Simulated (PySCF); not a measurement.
Delta-SCF ions had no search for a lower state. Excitations are Tamm–Dancoff values on a coarser integration grid. The basis has no diffuse functions, so Rydberg states are missing or too high.

**H4S4Si, SMILES `S[Si](S)(S)S` (charge 0, multiplicity 1)**

Level of theory: PySCF with ωB97X-D3(BJ)/def2-TZVP.

```json
{
  "HOMO": "-10.01 eV",
  "dipole_moment": "0.00 D",
  "HOMO–LUMO gap": "11.73 eV",
  "LUMO": "1.72 eV",
  "S1 excitation (TDA)": "6.17 eV",
  "S1 oscillator strength": "0.008",
  "T1 excitation (TDA)": "5.73 eV",
  "S1–T1 gap (TDA)": "0.45 eV",
  "vertical ionisation energy (Delta-SCF)": "9.97 eV",
  "total_energy": "-1884.9512 Ha",
  "cost": "very roughly 6 core-minutes"
}
```

```xyz
9

S     -1.9824    -0.2048     0.7232
Si    -0.0033     0.0031     0.0026
S      0.6190     1.9891    -0.3817
S      0.0777    -1.0240    -1.8461
S      1.2725    -0.7480     1.5150
H     -1.7297     0.4262     1.8798
H     -0.2532     2.1702    -1.3847
H     -0.4263    -2.1619    -1.3453
H      2.3977    -0.4235     0.8607
```
